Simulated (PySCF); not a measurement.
Excitations are Tamm–Dancoff values on a coarser integration grid. The basis has no diffuse functions, so Rydberg states are missing or too high.

Cartesian coordinates (Å):
SMILES: BNB=N
```xyz
8

B     -1.4865     0.0978     0.2520
N     -0.3517     0.0229    -0.5764
B      0.9819    -0.0645    -0.1242
N      2.1566    -0.1412     0.2567
H     -2.5665     0.1684    -0.2543
H     -1.3329     0.0884     1.4363
H     -0.4884     0.0313    -1.5772
H      3.0874    -0.2031     0.5872
```
Charge 0, spin multiplicity 1.

Q: Predict the HOMO–LUMO gap, S1–T1 gap (TDA), T1 excitation (TDA), brightest of the four lowest singlets (TDA) and HOMO from PBE-D3(BJ)/def2-TZVP // PBE0-D4/def2-TZVP run with PySCF.

A: 
| Quantity | Value |
|---|---|
| HOMO–LUMO gap | 4.92 eV |
| S1–T1 gap (TDA) | 0.76 eV |
| T1 excitation (TDA) | 4.60 eV |
| brightest of the four lowest singlets (TDA) | 5.36 eV |
| HOMO | -6.51 eV |
